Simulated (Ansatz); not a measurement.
Reaction (formal exchange of groups at a B–B bond): `BBCOC` + `C=N` → `COCBC=N` + BH₃

Gas-phase electronic energies from Ansatz, PBE0-D4/def2-TZVP geometries. CCSD(T)/CBS is the MP2 limit (def2-TZVPP, def2-QZVPP) plus CCSD(T) − MP2 in def2-TZVPP, frozen cores. This one scheme is used for every species. Each species was taken in one conformer, which may not be the lowest.

```csv
species,CCSD/CBS(def2) energy (Eh)
`BBCOC`,-205.57258
`C=N`,-94.50718
`COCBC=N`,-273.53459
BH₃,-26.54949
```

Problem. Work out ΔE.

Solution. ΔE = (-273.53459) + (-26.54949) − (-205.57258) − (-94.50718) = -0.00432 Eh = -11.3 kJ/mol. CCSD(T)/CBS gives -12.1 kJ/mol.

Largest T1 diagnostic among the species: 0.012.

The D4 term adds −3.2 kJ/mol with B3LYP and −1.9 kJ/mol with PBE0; it sums over pairs of atoms, weighted by their polarisabilities, and B3LYP, whose exchange is more repulsive, gets the larger term. From PBE to PBE0 (25 % exact exchange), in def2-TZVPP and without D4, ΔE moves by −5.8 kJ/mol.

B3LYP here is the variant with VWN-RPA as its local correlation; programs differ in this.
